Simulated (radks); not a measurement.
Valence configurations of Au IV (all share [Xe]). Method: scalar-relativistic Kohn-Sham, r2SCAN, spin-polarised, spherical densities, finite nucleus; open shells are filled with parallel spins first (spin-orbit coupling, left out, can overturn this in heavy ions); meta-GGA in the generalised Kohn-Sham scheme; Fermi nuclear charge, rms radius 5.4371 fm; computed with a radial shooting solver on a logarithmic mesh with Libxc functionals. Energies are relative to 4f14 5d8; eigenvalues in eV for spin up.

| valence | E (eV) | moment (Bohr magnetons) | e(4f) | e(5d) | e(6p) | e(6s) |
|---|---|---|---|---|---|---|
| 4f14 5d8 | 0.000 | 2 | -118.80 | -41.706 | - | - |
| 4f14 5d6 6s2 | 15.622 | 4 | -127.93 | -48.761 | - | -37.260 |
| 4f14 5d7 6p1 | 17.093 | 4 | -124.88 | -46.670 | -25.996 | - |
| 4f13 5d8 6p1 | 102.54 | 4 | -137.92 | -48.327 | -26.232 | - |
| 4f14 5d7 6s1 | 6.296 | 4 | -123.30 | -45.380 | - | -36.055 |
| 4f13.5 5d8.5 | 40.478 | 2 | -125.19 | -42.457 | - | - |
| 4f12 5d8 6s2 | 199.04 | 4 | -154.63 | -52.247 | - | -37.917 |
| 4f12 5d6 6s2 6p2 | 248.58 | 8 | -167.65 | -62.539 | -31.355 | -44.151 |
| 4f13 5d7 6s2 | 102.75 | 4 | -141.11 | -50.518 | - | -37.608 |
| 4f12 5d9 6p1 | 197.14 | 4 | -151.29 | -49.955 | -26.447 | - |

NIST lists [Xe] 4f14 5d8 as the ground configuration; this level of theory agrees among the configurations tried. The energies are those of spherical high-spin densities, not of single terms.
